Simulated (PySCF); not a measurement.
**Ionisation energy of Ga⁺ by level of theory**

Ga⁺ [Ar] 3d10 4s2 (1S) → Ga²⁺ [Ar] 3d10 4s1 (2S), as a difference of total energies. Computed with PySCF 2.14 in aug-cc-pVQZ-DK (8s7p5d3f2g, 93 functions), with scalar relativity by spin-free X2C-1e. Correlated levels: valence: [Ar] 3d10 frozen. The calculations carry no spin-orbit coupling.

```
           method  ionisation energy (eV)
              UHF                  18.749
              LDA                  21.120
           r2SCAN                  20.489
        BHandHLYP                  20.333
          wB97X-V                  20.392
          r2SCANh                  20.407
            TPSSh                  20.367
    MP2 (valence)                  19.499
SCS-MP2 (valence)                  19.649
```

Q: Estimate what PBE gives.

A: 20.750 eV, closest to r2SCAN among the rows shown.

Q: Estimate what PBE0 gives.

A: 20.417 eV, closest to r2SCANh among the rows shown.

Errors of the correlated levels include the incompleteness of this basis and the frozen core.

MP2 underrates the near-degeneracy of ns² with np² in the lower species.

For comparison: 20.515 eV (measured; NIST Atomic Spectra Database, ionization energies).
